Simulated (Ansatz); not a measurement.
Species: CH$_{5}$Ge, charge 0, doublet. CH5Ge (SMILES [CH2][GeH3], doublet).
B3LYP-D3(BJ)/def2-TZVP minimum from Ansatz (a program for electronic structure):
```xyz
7

Ge     0.2056     0.1820    -0.2140
C     -0.9386    -0.8253     0.9666
H      1.6122     0.3567     0.3997
H      0.3578    -0.5565    -1.5558
H     -0.3881     1.5813    -0.4550
H     -1.5371    -0.3466     1.7316
H     -0.9930    -1.9060     0.9285
```
Charge 0, spin multiplicity 2.

Total energies in hartree (Ansatz). Radicals and triplets start from unrestricted determinants; spin-orbit coupling is neglected. Correlated methods leave the cores frozen (noble-gas shells, and filled d and f shells in the p block). No relativity. Where a partner has so few electrons that a lower coupled-cluster level is exact, that level stands in.

```csv
species,HF/cc-pVTZ,CCSD(T)/cc-pVTZ,HF/cc-pVQZ,CCSD(T)/cc-pVQZ,CCSDT(Q)/cc-pVTZ
"1: CH5Ge (SMILES [CH2][GeH3], doublet)",-2116.14412,-2116.46576,-2116.15064,-2116.48785,-2116.46717
2: Ge (triplet),-2075.36107,-2075.42794,-2075.36359,-2075.43284,-2075.42848
3: C (triplet),-37.69157,-37.78076,-37.69331,-37.78654,-37.78126
4: H (doublet),-0.49981,-0.49981,-0.49995,-0.49995,-0.49981
```

Work out the atomisation energy (electronic, to ground-state atoms) in kJ/mol: take Hartree-Fock from cc-pVQZ, extrapolate the CCSD(T) correlation energy as X^-3 (X = 3, 4), and add CCSDT(Q) - CCSD(T) in cc-pVTZ. 1 hartree = 2625.5 kJ/mol.


Species 1: correlation (64·(-0.33721) - 27·(-0.32164))/37 = -0.34857; step -0.00141; E1 = -2116.15064 + (-0.34857) + (-0.00141) = -2116.50062
Species 2: correlation (64·(-0.06925) - 27·(-0.06687))/37 = -0.07099; step -0.00054; E2 = -2075.36359 + (-0.07099) + (-0.00054) = -2075.43512
Species 3: correlation (64·(-0.09323) - 27·(-0.08919))/37 = -0.09618; step -0.00050; E3 = -37.69331 + (-0.09618) + (-0.00050) = -37.78999
Species 4: correlation (64·(0.00000) - 27·(0.00000))/37 = 0.00000; step +0.00000; E4 = -0.49995 + (0.00000) + (+0.00000) = -0.49995
-1·E1 +1·E2 +1·E3 +5·E4 = 0.77576 hartree = 2036.8 kJ/mol.
